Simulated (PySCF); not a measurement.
**Se2: mean field, correlation and small terms against distance**

State: triplet, unpaired electrons π ↑↑. ROHF-based CCSD(T) in PySCF 2.14 with Se cc-pVTZ-PP with ECP10 and Se cc-pVQZ-PP with ECP10 (frozen core orbitals: 18; scalar-relativistic core potentials). Correlation energies are extrapolated as n⁻³ (n = 3, 4), Hartree–Fock as (n+1)·exp(−9√n). All energies in eV from Se + Se.

```
 R (Å)  HF/CBS  CCSD corr.      (T)   total
1.9119  -0.416      -1.748  -0.2346  -2.399
1.9988  -1.039      -1.807  -0.2583  -3.104
2.0857  -1.295      -1.872  -0.2846  -3.451
2.1726  -1.291      -1.943  -0.3135  -3.548
2.2596  -1.108      -2.020  -0.3449  -3.473
2.3682  -0.714      -2.122  -0.3871  -3.223
2.4768  -0.207      -2.231  -0.4324  -2.871
```

A fit to the total gives Re = 2.1726 Å, De = 3.548 eV, ωe = 391.1 cm⁻¹, Be = 0.08938 cm⁻¹ (masses 79.9165 and 79.9165 u).

**Question.** At R = 2.1726 Å the CCSD correlation energy is -0.309882 hartree in the smaller basis and -0.332472 in the larger. Extrapolate it.

**Answer.** (4³·E4 − 3³·E3)/(4³ − 3³) = -0.34896 hartree; the larger basis holds 95.3 % of it.

The T1 diagnostic is 0.018. The state was picked by a PBE0 search and need not be the measured ground state. Spin–orbit coupling, excitations beyond (T) and corrections to the Born–Oppenheimer picture are left out.
